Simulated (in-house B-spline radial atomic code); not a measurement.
The numbers below are computed, except where a source is named.
## Correlation energy from the adiabatic connection: −Z exp(−kr)/r, Z = 6.76, k = 2.56

Two electrons in a singlet, external potential −Z exp(−kr)/r, Z = 6.76, k = 2.56 (atomic units). Full CI in B-splines (partial waves to l = 8, correlation up to 0.6 % small) with the density held fixed gives W(λ) = <V_ee>_λ − U, and E_c is the integral of W(λ) − W(0) from 0 to 1.

```json
{"λ": "0", "W(λ) − W(0) (hartree)": "0.00000"}
{"λ": "0.02", "W(λ) − W(0) (hartree)": "-0.00192"}
{"λ": "0.05", "W(λ) − W(0) (hartree)": "-0.00480"}
{"λ": "0.12", "W(λ) − W(0) (hartree)": "-0.01147"}
{"λ": "0.25", "W(λ) − W(0) (hartree)": "-0.02369"}
{"λ": "0.4", "W(λ) − W(0) (hartree)": "-0.03754"}
{"λ": "0.6", "W(λ) − W(0) (hartree)": "-0.05560"}
{"λ": "0.8", "W(λ) − W(0) (hartree)": "-0.07321"}
{"λ": "1", "W(λ) − W(0) (hartree)": "-0.09038"}
```

**Question.** Integrate the table by the trapezoid rule.

**Answer.** The strips give -0.00002, -0.00010, -0.00057, -0.00229, -0.00459, -0.00931, -0.01288, -0.01636, which sum to -0.04612 hartree. The direct value, W(1) − W(0) + T_c with T_c = 0.04423, is -0.04615; the curve is convex, so chords lie above it and the trapezoids fall short in size by 0.06 %.

**Question.** Now use only three numbers: W(0) = -3.553, the initial slope W'(0) = -0.09632 (extrapolated from the first points) and the strong-coupling limit of the point-charge-plus-continuum model, W∞ = -5.0745. What do second-order theory and the interpolation W(λ) = W∞ + (W(0) − W∞)/√(1 + 2χλ) of Seidl, Perdew and Levy give?

**Answer.** Second order keeps the slope alone: E_c = W'(0)/2 = -0.04816, +4 % in size against -0.04615. Matching the slope fixes χ = W'(0)/(W∞ − W(0)) = -0.09632/(-1.52150) = 0.06331. Integrating, with s = √(1 + 2χ) = 1.061420, E_c = −(W(0) − W∞)(s − 1)/(s + 1) = −1.52150 × 0.061420/2.061420 = -0.04533 hartree, -1.8 % in size against the full result. At λ = 1 the formula gives W − W(0) = -0.08804 against -0.09038. Part of the miss can come from the model's W∞.
